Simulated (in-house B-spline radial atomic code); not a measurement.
A fraction x of an electron is added to 5p in Te, starting from [Kr] 4d10 5s2 5p4 and keeping the highest spin. Method: scalar-relativistic (X2C) TPSSh, spin-polarised, spherical fractional occupations, Fermi nucleus of rms radius 4.7423 fm. Calculated with an all-electron radial atomic-structure program (B-spline basis).

Caution: exact exchange at fractional occupations of open shells leaves self-interaction of up to several eV.

| x | E(x) - E(0) (eV) | 5p down level (eV) |
| --- | --- | --- |
| 0 | 0.0000 | -5.065 |
| 0.1 | -0.4753 | -4.444 |
| 0.2 | -0.8890 | -3.831 |
| 0.3 | ? | ? |
| 0.4 | -1.5352 | -2.637 |
| 0.5 | -1.7698 | -2.058 |
| 0.6 | -1.9471 | -1.491 |
| 0.7 | ? | ? |
| 0.8 | -2.1354 | -0.402 |

What belongs in the row x = 0.3?

An energy change of -1.2419 eV; 5p down at -3.229 eV.

What belongs in the row x = 0.7?

An energy change of -2.0685 eV; 5p down at -0.938 eV.

Check Janak's theorem between x = 0.1 and 0.2.

The slope of the energy is -4.14 eV; the orbital levels give -4.14 eV (ε of the filling orbital, averaged over the two points).
